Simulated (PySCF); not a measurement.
C₂H₆Se, SMILES C[Se]C (connectivity only; charge and spin as stated), charge +1, multiplicity 2.

The structure is a stationary point at PBE0-D3(BJ)/def2-SVP. The spin state was assumed, not searched.

The numbers are results of PBE0-D3(BJ)/def2-SVP (PySCF), not measurements.

Frequencies are harmonic and unscaled.

```
mode  ν (cm⁻¹)  IR (km/mol)  moving atoms (share of kinetic energy)
----  --------  -----------  --------------------------------------
1           72          0.0                                  H 98 %
2          120          0.1                                  H 91 %
3          232          0.1                 C 53 %, H 33 %, Se 13 %
4          610          0.0                 C 74 %, H 13 %, Se 12 %
5          619          0.8                 C 70 %, Se 18 %, H 12 %
6          802          3.7                          H 86 %, C 13 %
7          837          0.0                          H 86 %, C 14 %
8          868          2.7                          H 86 %, C 14 %
9          995         17.0                          H 77 %, C 21 %
10        1278          0.0                          H 87 %, C 13 %
11        1299         16.3                          H 87 %, C 13 %
12        1386          8.8                                  H 95 %
13        1391          0.0                                  H 95 %
14        1410         18.9                                  H 96 %
15        1414         57.4                                  H 96 %
16        3048         34.3                                  H 98 %
17        3052         16.0                                  H 98 %
18        3168          0.0                          H 90 %, C 10 %
19        3168         33.6                          H 90 %, C 10 %
20        3212         10.8                          H 90 %, C 10 %
21        3214         33.8                          H 90 %, C 10 %
```
